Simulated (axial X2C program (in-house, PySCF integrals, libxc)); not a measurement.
Results of a calculation; reference values are marked as such.
# CsF⁻: input and output of an EOM-EA-CCSD run

Program: an axial X2C code built on PySCF integrals.

Input and command:
```json
{"zs": [55, 9], "q": -1, "bas": ["dyall-acv3z", "dyall-av3z"], "r0": 2.96, "eom": "ea", "thr": -2.0, "nmax": 92, "grid": [1, 0.96, 1.045, 0.92, 1.09, 1.15], "rq": 0}
```
```bash
python soeom.py task.json out
```

Keys: zs atomic numbers; q charge; bas basis sets; r0 starting distance in Å; eom kind of EOM run; thr threshold in hartree for freezing inner shells (an s shell follows its p shell); nmax most natural virtual spinors; grid distances as factors; rq charge at which the geometry is sought.

Output at R = 2.338 Å (near the PBE0 minimum at charge 0 of the determinant lowest at the starting distance; the state shown can have its own minimum elsewhere), reference CsF:

```
two-component X2C + atomic mean field  HF
basis functions 205  fitting functions 1047  grid points 5073
iter        total energy     max residual
   1      -7879.510302352     4.51e-01
   2      -7879.533853495     8.60e-03
   3      -7879.534318433     1.66e-02
   4      -7879.534511742     1.20e-03
   5      -7879.534514406     2.42e-04
   6      -7879.534514835     9.20e-05
   7      -7879.534514845     1.27e-05
   8      -7879.534514846     6.33e-06
   9      -7879.534514846     2.14e-06
  10      -7879.534514846     1.37e-07
converged
one-electron -11001.02571924  Coulomb 3215.96313619  exact exchange -201.56632495  xc functional 0.00000000  nuclear repulsion 112.03709128  atomic mean-field constant -4.94269812
correlated 16  virtual 312  natural virtual 88  E(MP2) -0.462179373  MP2 remainder -0.071531813
iter   CCSD correlation   residual
   1     -0.389466922   1.13e-01
   2     -0.397505863   4.42e-02
   3     -0.399557937   1.36e-02
   4     -0.399659440   4.81e-03
   5     -0.399659591   1.73e-03
   6     -0.399666625   7.20e-04
   7     -0.399668381   2.66e-04
   8     -0.399665425   1.22e-04
   9     -0.399666572   5.03e-05
  10     -0.399666692   2.18e-05
  11     -0.399666939   9.48e-06
  12     -0.399667084   4.14e-06
  13     -0.399667102   1.96e-06
(T) -0.009926551  T1 0.0161  D1 0.0261  max T2 0.052
EOM-EA-CCSD roots
2*Omega      energy/Eh   energy/eV  one-particle weight
    1      -0.00534291     -0.1454      0.998
    1       0.00424228      0.1154      1.000
    1       0.00627475      0.1707      0.999
    1       0.01133767      0.3085      0.999
    1       0.01544655      0.4203      0.999
    3       0.00425926      0.1159      1.000
    3       0.01556380      0.4235      0.999
    3       0.03750965      1.0207      1.000
    3       0.04185179      1.1388      1.000
    5       0.03749029      1.0202      1.000
    5       0.34123111      9.2854      0.967
    7       0.40961741     11.1463      0.000
```
T1 in the output is the amplitude norm over the root of the electron number; divide by √2 for the Lee–Taylor value.

Reference electrons by ω block (each with its −ω partner): 1/2: 21, 3/2: 9, 5/2: 2. Root energies count from the CCSD energy of the reference. Roots of positive energy are unbound. The reference need not be the lowest state of its species. All roots sought are printed; those with a small one-particle weight need a further excitation, are placed far too high, and may in truth lie low or lowest. Inner shells are frozen, and levels at this size can be off by some tenths of an eV.
